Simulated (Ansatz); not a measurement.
Consider the formal exchange of groups at the Sn–C bond: `N[C](=O)[SnH3]` + `C/C=[CH]/[AlH2]` → `[AlH2]/[CH]=[CH]/[SnH3]` + `CC(N)=O`.

Gas-phase electronic energies from Ansatz, PBE0-D4/def2-TZVP geometries. CCSD(T)/CBS is the MP2 limit (def2-TZVPP, def2-QZVPP) plus CCSD(T) − MP2 in def2-TZVPP, frozen cores. Double bonds are as drawn, so ΔE can hold a change between cis and trans. Functionals use def2-TZVPP. B3LYP here is the variant with VWN-RPA as its local correlation; programs differ in this. Elements past krypton have def2 core potentials. For Sn outer-core shells are correlated without core-valence functions, which leaves a few kJ/mol of doubt a bond. One conformer a species, not always the lowest.

| level | ΔE (kJ/mol) | difference from CCSD(T)/CBS |
| --- | --- | --- |
| PBE-D4 | 0.6 | 13.4 |
| r2SCAN-D4 | -4.2 | 8.6 |
| PBE0-D4 | -6.8 | 6.0 |
| B3LYP-D4 | -4.7 | 8.1 |
| ωB97X-V | -10.6 | 2.2 |
| ωB97M-V | -10.0 | 2.8 |
| B2PLYP | -8.0 | 4.8 |
| PBE | 1.1 | 13.9 |
| r2SCAN | -4.1 | 8.7 |
| PBE0 | -6.4 | 6.4 |
| B3LYP | -3.9 | 8.9 |
| HF/def2-TZVPP | -20.1 | -7.3 |
| MP2/def2-TZVPP | -14.2 | -1.4 |
| SCS-MP2/def2-TZVPP | -14.5 | -1.7 |
| CCSD/def2-TZVPP | -15.4 | -2.6 |
| CCSD(T)/def2-TZVPP | -13.5 | -0.7 |
| HF/def2-QZVPP | -20.2 | -7.4 |
| MP2/def2-QZVPP | -13.8 | -1.0 |
| SCS-MP2/def2-QZVPP | -14.2 | -1.4 |
| HF/CBS(def2) | -20.2 | -7.4 |
| MP2/CBS(def2) | -13.5 | -0.7 |
| CCSD/CBS(def2) | -14.7 | -1.9 |
| CCSD(T)/CBS | -12.8 | 0 |

Largest T1 diagnostic among the species: 0.016.

In def2-TZVPP, CCSD(T) changes the Hartree–Fock value by +6.6 kJ/mol (the triples alone add +1.9 kJ/mol) and MP2 by +5.9 kJ/mol. From PBE to PBE0 (25 % exact exchange), in def2-TZVPP and without D4, ΔE moves by −7.5 kJ/mol.
